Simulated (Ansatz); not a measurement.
Ansatz (an electronic-structure program) input (PBE0/6-31G*):

Ansatz 0.2 input:
```yaml
crystal:
  periodic: [false, false, false]
  atoms:
    - {symbol: C, position_ang: [-2.87126342, -0.96495414, 0.54839182]}
    - {symbol: C, position_ang: [-1.70718957, -0.45936687, -0.22024206]}
    - {symbol: C, position_ang: [-0.36632806, -0.76386727, 0.44680197]}
    - {symbol: C, position_ang: [0.85187967, -0.26413084, -0.31092891]}
    - {symbol: C, position_ang: [2.16360514, -0.70401384, 0.30835443]}
    - {symbol: Cl, position_ang: [0.82765430, 1.56407531, -0.39944553]}
    - {symbol: H, position_ang: [-3.83148829, -1.10547206, 0.07233915]}
    - {symbol: H, position_ang: [-2.82271678, -1.06190326, 1.62513557]}
    - {symbol: H, position_ang: [-1.78705454, 0.62924386, -0.35781738]}
    - {symbol: H, position_ang: [-1.71723788, -0.87539861, -1.23478545]}
    - {symbol: H, position_ang: [-0.25656034, -1.84865886, 0.55122241]}
    - {symbol: H, position_ang: [-0.35039640, -0.34771514, 1.45802924]}
    - {symbol: H, position_ang: [0.79986057, -0.57501621, -1.35410381]}
    - {symbol: H, position_ang: [3.01330051, -0.31546993, -0.25112383]}
    - {symbol: H, position_ang: [2.23982963, -0.35528074, 1.33900269]}
    - {symbol: H, position_ang: [2.21811758, -1.79561165, 0.30841209]}
basis:
  gaussian:
    orbitals: 6-31G*
hamiltonian:
  xc: {name: PBE0}
magnetization: {spin_polarized: true, initial_magnetization: 1}
```

End of the output:

```
integrals: 0.08 GiB planned
1208 factors; integrals over basis functions are off by at most 1.1e-3 eV
0.17 GiB of the device are held for the grids
0.68 GiB of device memory are held for the factors and their scratch space
mean field: 0.38 GiB planned
mean field evaluation 1: about -17852.2447 eV, gradient 3.5e1 eV
mean field evaluation 2: about -17851.8209 eV, gradient 3.6e1 eV
mean field evaluation 4: about -17858.0720 eV, gradient 1.6e0 eV
mean field evaluation 8: about -17858.4641 eV, gradient 1.6e-1 eV
mean field evaluation 16: about -17858.4643 eV, gradient 1.8e-4 eV
mean field -17858.46429707 eV, -656.2864580156 hartree, gradient 3.7e-5 eV, S^2 0.754644; 0 other end points of the search recorded, 0 dependent functions left out
reference -17858.46431730 eV, -656.2864587588 hartree; 29, 28 occupied and 85, 86 virtual orbitals, 1208 factors
Total energy: -17858.46431730 eV, -656.2864587588 hartree
```

It need not be the lowest isomer of its formula.
